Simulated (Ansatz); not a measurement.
Geometry optimisation, Ansatz 0.2.0, DFT PBE-D3(BJ), scalar-relativistic, plane waves, PAW.

Input file:

```yaml
crystal:
  lattice:
    - [0.0, 5.43, 5.43]
    - [5.43, 0.0, 5.43]
    - [5.43, 5.43, 0.0]
  atoms:
    - { symbol: Si, position: [0.0, 0.0, 0.0] }
    - { symbol: Si, position: [0.125, 0.125, 0.125] }
    - { symbol: Si, position: [0.0, 0.0, 0.5] }
    - { symbol: Si, position: [0.125, 0.125, 0.625] }
    - { symbol: Si, position: [0.0, 0.5, 0.0] }
    - { symbol: Si, position: [0.125, 0.625, 0.125] }
    - { symbol: Si, position: [0.0, 0.5, 0.5] }
    - { symbol: Si, position: [0.125, 0.625, 0.625] }
    - { symbol: Si, position: [0.5, 0.0, 0.0] }
    - { symbol: Si, position: [0.625, 0.125, 0.125] }
    - { symbol: Si, position: [0.5, 0.0, 0.5] }
    - { symbol: Si, position: [0.625, 0.125, 0.625] }
    - { symbol: Si, position: [0.5, 0.5, 0.0] }
    - { symbol: Si, position: [0.625, 0.625, 0.125] }
    - { symbol: Si, position: [0.5, 0.5, 0.5] }
    - { symbol: Si, position: [0.625, 0.625, 0.625] }
    - { symbol: Ga, position: [0.3819315, 0.3659995, 0.8704383], spin: 1.0 }
magnetization:
  spin_polarized: true
basis:
  ecutwfc: 420.0
kpoints:
  mp_grid: { grid: [2, 2, 2] }
hamiltonian:
  xc: pbe
  dispersion: d3bj
  pseudopotentials: { kind: paw, azcp: { folder: soft_1 } }
scf:
  occupations: { method: gaussian, width: 0.02 }
  lower_state_search: "off"
relax:
  f_tol: 0.03
  max_steps: 60
  adjacent_minimum: "off"
```

Command:

```bash
$ ansatz run input.yaml --threads 2 --pin off --max-ram 5120MiB --backend cpu --events-out ev --progress --plain --runs-dir out
```

Problem. Where does it end, and by what steps?

Solution. The run converged. Limits of this set-up: coarse k mesh, a small cell, in which the defect meets its images. After 3 steps the energy has fallen by 0.383 eV; Si9 moved furthest, 0.09 Å.

| step | energy less start (eV) | largest force component (eV/Å) | accepted |
| --- | --- | --- | --- |
| 0 | 0.0000 | 1.261 | yes |
| 1 | -0.3310 | 0.501 | yes |
| 2 | -0.3802 | 0.101 | yes |
| 3 | -0.3835 | 0.010 | yes |

```xyz
17
Lattice="0.0000 5.4300 5.4300 5.4300 0.0000 5.4300 5.4300 5.4300 0.0000" Properties=species:S:1:pos:R:3
Si -0.016 -0.013 0.013
Si 1.354 1.360 1.327
Si 2.726 2.730 0.013
Si 4.070 4.073 1.357
Si 2.760 -0.048 2.666
Si 4.099 1.358 4.072
Si 5.414 2.729 2.701
Si 6.783 4.043 4.073
Si -0.055 2.767 2.664
Si 1.354 4.103 4.070
Si 2.726 5.417 2.700
Si 4.038 6.788 4.072
Si 2.760 2.764 5.478
Si 4.065 4.073 6.787
Si 5.374 5.380 5.480
Si 6.783 6.787 6.817
Ga 6.779 6.788 4.072
```

Time of the run: 33 s on 2 threads of Arm Neoverse V2, on a shared host, peak memory 0.73 GiB.
